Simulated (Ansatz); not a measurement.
A nudged elastic band was laid between two geometries of C₂H₄BCl (8 atoms, charge 0, multiplicity 1).

Computed with RHF/def2-SVP in Ansatz 0.2.0.

```yaml
movable_images: 7
climbing_image: yes
spring: 5.0 eV/Å²
optimiser: quadratic models (default)
start_path: through a guess of the saddle point
force_threshold: 0.03 eV/Å
iteration_limit: 60
end_points: relaxed
```

Image 0:

```xyz
8
Properties=species:S:1:pos:R:3
Cl -2.511 0.816 -0.415
B -0.878 0.285 -0.145
C 0.572 0.628 0.163
C 0.126 -0.854 -0.048
H 1.207 1.064 -0.603
H 0.865 0.914 1.170
H 0.480 -1.351 -0.947
H 0.138 -1.501 0.825
```

Image 8:

```xyz
8
Properties=species:S:1:pos:R:3
Cl -2.042 1.245 0.531
B -0.364 0.191 0.082
C 0.967 0.275 -0.101
C 0.250 -1.155 -0.250
H 1.994 0.572 -0.199
H -1.468 2.381 0.676
H 0.199 -1.597 -1.248
H 0.463 -1.911 0.510
```

(1) What changes between the two ends?

(2) Give the energies along the band, and the barrier.

(3) What is the geometry of the highest image?

Answers

(1) Bonds broken: C3–H6. Bonds formed: Cl1–H6.

(2) The run converged. The highest image is number 5 of 0 to 8, 122.1 kcal/mol above the first end and 8.9 kcal/mol above the last; the last end lies 113.2 kcal/mol above the first. Neighbouring images differ by up to 2.4 eV, so the band resolves the path poorly. A vibrational analysis at the climbing image gives one clearly imaginary mode, 875i cm⁻¹: a first-order saddle point. The orbitals stay closed-shell, which can raise the energy where a bond breaks towards radicals; this wasn't checked here.

```tsv
image	path coordinate (Å)	energy (kcal/mol)	C3–H6 (Å)	Cl1–H6 (Å)
0	0.00	0.0	1.09	3.73
1	0.51	3.5	1.09	3.28
2	1.01	14.8	1.10	2.77
3	1.52	37.5	1.21	2.28
4	2.03	93.3	1.67	1.81
5	2.54	122.1	2.15	1.36
6	3.09	117.2	2.73	1.28
7	3.65	113.8	3.19	1.28
8	4.20	113.2	3.31	1.28
```

(3) 
```xyz
8
Properties=species:S:1:pos:R:3:forces:R:3
Cl -2.123 1.343 0.443 0.00 0.00 0.00
B -0.588 0.210 -0.294 0.00 0.00 0.00
C 0.744 0.461 -0.264 -0.01 0.01 0.00
C 0.242 -1.056 -0.186 0.00 0.00 0.00
H 1.727 0.893 -0.218 0.00 -0.01 0.00
H -0.825 1.434 0.835 0.00 0.00 0.00
H 0.393 -1.688 -1.061 0.00 0.00 0.00
H 0.430 -1.597 0.744 0.00 0.00 0.00
```

Run time: 85 s on 1 thread of AMD EPYC 7R13 Processor (Zen 3) (shared host), peak memory 0.16 GiB.
